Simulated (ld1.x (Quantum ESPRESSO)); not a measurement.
Reading a pseudo-wave (As)

Columns: radius, all-electron u(r) and pseudo u(r) of the 4p shell (level -13.29 eV) of arsenic in the configuration [Ar] 3d10 4s2 4p2; revPBE, scalar-relativistic, ultrasoft scheme, ld1.x (Quantum ESPRESSO) 7.5.

```csv
r (bohr),all-electron,pseudo
0.088,0.1813,0.0039
0.175,0.0964,0.0152
0.262,-0.1075,0.0339
0.350,-0.2574,0.0597
0.438,-0.3097,0.0919
0.525,-0.2823,0.1294
0.612,-0.2046,0.1718
0.700,-0.0990,0.2187
0.788,0.0166,0.2686
0.875,0.1300,0.3198
0.962,0.2365,0.3719
1.050,0.3338,0.4244
1.138,0.4192,0.4754
1.225,0.4915,0.5235
1.312,0.5521,0.5681
1.400,0.6022,0.6087
1.487,0.6417,0.6435
1.575,0.6721,0.6723
1.662,0.6938,0.6938
1.750,0.7080,0.7080
1.838,0.7155,0.7155
1.925,0.7171,0.7171
2.012,0.7135,0.7135
2.100,0.7056,0.7056
2.188,0.6938,0.6938
2.275,0.6792,0.6792
```

Task: How many radial nodes do the two functions have?

Result: The all-electron 4p function has n − l − 1 = 2; the pseudo-wave has 0, since the states of the same l below it are removed with the core.

Task: At about which radius was the pseudo-wave matched?

Result: 1.65 bohr, where the columns begin to agree (steps of 0.09 bohr).

Task: Is the pseudo-wave norm-conserving?

Result: No, it belongs to an ultrasoft set: the norm inside the radius is not constrained, and the difference is carried by the augmentation charge.
